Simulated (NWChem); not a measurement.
All runs are NWChem calculations. System: F2Ge, charge 0, spin multiplicity 1, at a geometry optimised with B3LYP/def2-SVP. The structure started from a generated list of species. Level: MP2/def2-TZVP, 11 core orbitals frozen.

Output (cleaned and shortened):

```
             Northwest Computational Chemistry Package (NWChem) 7.3.0
             --------------------------------------------------------

                                NWChem Input Module
                                -------------------

 Scaling coordinates for geometry "geometry" by  1.889725989
 (inverse scale =  0.529177249)

 Turning off AUTOSYM since
 SYMMETRY directive was detected!

                             Geometry "geometry" -> ""
                             -------------------------

 Output coordinates in angstroms (scale by  1.889725989 to convert to a.u.)

  No.       Tag          Charge          X              Y              Z
 ---- ---------------- ---------- -------------- -------------- --------------
    1 Ge                  32.0000     0.00000000     0.00000000    -0.41657900
    2 F                    9.0000     1.32026000     0.00000000     0.74058500
    3 F                    9.0000    -1.32026000     0.00000000     0.74058500

 Effective nuclear repulsion energy (a.u.)     189.8527136178

            Nuclear Dipole moment (a.u.)
            ----------------------------
        X                 Y               Z
 ---------------- ---------------- ----------------
     0.0000000000     0.0000000000     0.0000037795

      Symmetry information
      --------------------

 Group name             C2v
 Group number             16
 Group order               4
 No. of unique centers     2

      Symmetry unique atoms

     1    2


 Summary of "ao basis" -> "" (spherical)
 ------------------------------------------------------------------------------
       Tag                 Description            Shells   Functions and Types
 ---------------- ------------------------------  ------  ---------------------
 *                         def2-tzvp                  on all atoms

 Summary of "ao basis" -> "ao basis" (spherical)
 ------------------------------------------------------------------------------
       Tag                 Description            Shells   Functions and Types
 ---------------- ------------------------------  ------  ---------------------
 Ge                        def2-tzvp                16       48   6s5p4d1f
 F                         def2-tzvp                11       31   5s3p2d1f

                                 NWChem SCF Module
                                 -----------------

  ao basis        = "ao basis"
  functions       =   110
  atoms           =     3
[...]
 -----------   ------   -------------------------------------------------------
    1 Ge  32    31.04   2.00  2.00  1.17  0.78  1.01  0.87  5.98  4.40  1.59  0.70  0.23  8.94  1.08  0.10  0.09  0.08
    2 F    9     9.48   0.77  1.20  0.59  1.01  0.35  2.23  2.28  1.04  0.00  0.01  0.00
    3 F    9     9.48   0.77  1.20  0.59  1.01  0.35  2.23  2.28  1.04  0.00  0.01  0.00

       Multipole analysis of the density wrt the origin
       ------------------------------------------------

     L   x y z        total         open         nuclear
     -   - - -        -----         ----         -------
     0   0 0 0      0.000000      0.000000     50.000000

     1   1 0 0      0.000000      0.000000      0.000000
     1   0 1 0      0.000000      0.000000      0.000000
     1   0 0 1     -1.094195      0.000000      0.000004

     2   2 0 0    -23.293231      0.000000    112.044130
     2   1 1 0      0.000000      0.000000      0.000000
     2   1 0 1     -0.000000      0.000000      0.000000
     2   0 2 0    -16.984670      0.000000      0.000000
     2   0 1 1      0.000000      0.000000      0.000000
     2   0 0 2    -21.342592      0.000000     55.085840

                   NWChem MP2 Semi-direct Energy/Gradient Module
                   ---------------------------------------------

  Basis functions       =    110
  Molecular orbitals    =    110
  Frozen core           =     11
  Frozen virtuals       =      0
  Active alpha occupied =     14
  Active beta occupied  =     14
  Active alpha virtual  =     85
  Active beta virtual   =     85
  Use MO symmetry       = T
  Use skeleton AO sym   = T

  AO/Fock/Back tols     =   1.0D-09  1.0D-09  1.0D-09

 GA uses MA = F    GA memory limited = T

 Available:
  local mem=  1.26D+08
 global mem=  1.44D+08
 local disk=  0.00D+00
  mp2_memr nvloc                    85
  nvloc new                    85
   1 passes of  14:        5242880                      84160                  23859796.
   1 passes of  14: M    126148018           G      144155000           F     120905138.

 Semi-direct pass number   1 of   1  for RHF alpha+beta  at        3.5s
  vrange nnbf                  5892
  mp2_eaftype                    91  avail_ma_in_mb                  1099
 EAF : mp2_eaftype filesize          91   11929898.
  mp2_eaf for mointskh                     91
Node 0 wrote     56.1 Mb in      0.2 s     Agg I/O rate:   263.5 Mb/s
 Done moints_semi at       11.9s
  mp2_eaftype                    91  avail_ma_in_mb                  1008
 EAF : mp2_eaftype filesize          91   11929898.
  mp2_eaf for kh                    91
 Done maket at       12.2s
 Done multipass loop at       12.2s

          -------------------------------------------
          SCF energy               -2274.414569523915
          Correlation energy          -0.728900386045
          Singlet pairs               -0.424350565187
          Triplet pairs               -0.304549820858
          Total MP2 energy         -2275.143469909960
          -------------------------------------------

          ---------------------------------------------------
                    Spin Component Scaled (SCS) MP2
          Same spin pairs                     -0.203033213905
          Same spin scaling factor             0.333333333333
          Opposite spin pairs                 -0.525867172140
          Opposite spin scaling fact.          1.200000000000
          SCS-MP2 correlation energy          -0.698718344536
          Total SCS-MP2 energy             -2275.113287868452
          ---------------------------------------------------

 -----------------------
 Performance information
 -----------------------

 Timer overhead =  1.27D-07 seconds/call

               Nr. of calls         CPU time (s)                 Wall time (s)                GFlops
             ---------------    -------------------     ------------------------------   -------------------
Name         Min   Avg   Max    Min     Avg     Max     Min     Avg     Max   Mx/calls   Min     Max     Sum
mp2: moin     1     1     1    8.4     8.4     8.4      8.4     8.4     8.4     8.4      0.0     0.0     0.0
mp2: make     1     1     1   0.30    0.30    0.30     0.30    0.30    0.30    0.30      0.0     0.0     0.0
mp2: tota     1     1     1    8.8     8.8     8.8      8.8     8.8     8.8     8.8      0.0     0.0     0.0

 The average no. of pstat calls per process was 3.00D+00
 with a timing overhead of 3.80D-07s

 Task  times  cpu:       12.2s     wall:       12.2s

 Total times  cpu:       12.2s     wall:       12.2s
```

Write an NWChem input that would produce this output.

This is not unique; one that fits is 
```
start mol
memory heap 200 mb stack 900 mb global 1100 mb
geometry units angstroms nocenter noautoz
  Ge     0.000000     0.000000    -0.416579
  F      1.320260     0.000000     0.740585
  F     -1.320260     0.000000     0.740585
  symmetry group C2v
end
basis spherical
  * library def2-tzvp
end
scf
  rhf
  nopen 0
  maxiter 100
  thresh 1e-7
  semidirect memsize 60000000 filesize 0
end
mp2
  freeze core 11
end
task mp2 energy
```
